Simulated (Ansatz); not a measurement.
Ru₂Br₆ was relaxed with PBE-D4 (def2-SVP) in Ansatz in these states: neutral quintet, neutral singlet, neutral triplet. The geometries follow in no particular order.

In the def2 sets Ru takes a core potential; there is no spin–orbit coupling.

A:

```tsv
atom	x (Å)	y (Å)	z (Å)
Ru1	-0.176	-0.863	-0.626
Ru2	0.183	0.870	0.613
Br3	1.974	2.157	-0.245
Br4	1.744	-2.243	-0.693
Br5	-1.961	-2.135	0.262
Br6	-0.723	-0.213	-2.835
Br7	-1.750	2.232	0.706
Br8	0.710	0.194	2.817
```

B:

Cartesian coordinates in Å:
```
Ru 0.7302 0.3222 -0.7522
Ru -0.7304 -0.3217 0.7516
Br -0.2269 0.7005 2.8302
Br 2.6026 -0.9717 -0.0842
Br 0.2287 -0.7024 -2.8302
Br 1.5052 2.4980 -0.2188
Br -2.6039 0.9721 0.0869
Br -1.5055 -2.4971 0.2168
```

C:

```tsv
atom	x (Å)	y (Å)	z (Å)
Ru1	-0.8638	-0.6316	0.2951
Ru2	0.8644	0.6317	-0.2955
Br3	-0.0123	2.4192	-1.5829
Br4	-0.4716	-2.7855	-0.6149
Br5	-0.9071	-0.6555	2.6655
Br6	-2.7954	0.3909	-0.6241
Br7	1.8703	1.3850	1.7150
Br8	2.3156	-0.7542	-1.5584
```

**Question.** Judge from the bond lengths which geometry belongs to which state (an estimate).

**Answer.** A is the neutral singlet (Ru1–Ru2 2.160 Å, Ru1–Br4 2.366 Å, Ru2–Br7 2.366 Å); B is the neutral triplet (Ru1–Ru2 2.193 Å, Ru1–Br4 2.372 Å, Ru2–Br7 2.372 Å); C is the neutral quintet (Ru1–Ru2 2.221 Å, Ru1–Br4 2.371 Å, Ru2–Br7 2.371 Å).

The restricted singlet is unstable towards broken spin symmetry in Hartree–Fock (as tested in another run); at PBE-D4/def2-SVP this wasn't settled. At PBE0-D4/def2-SVP a quintet lies 0.06 eV below the neutral triplet. These are the stationary points nearest to one start from a short search; other shapes may lie lower in each state.
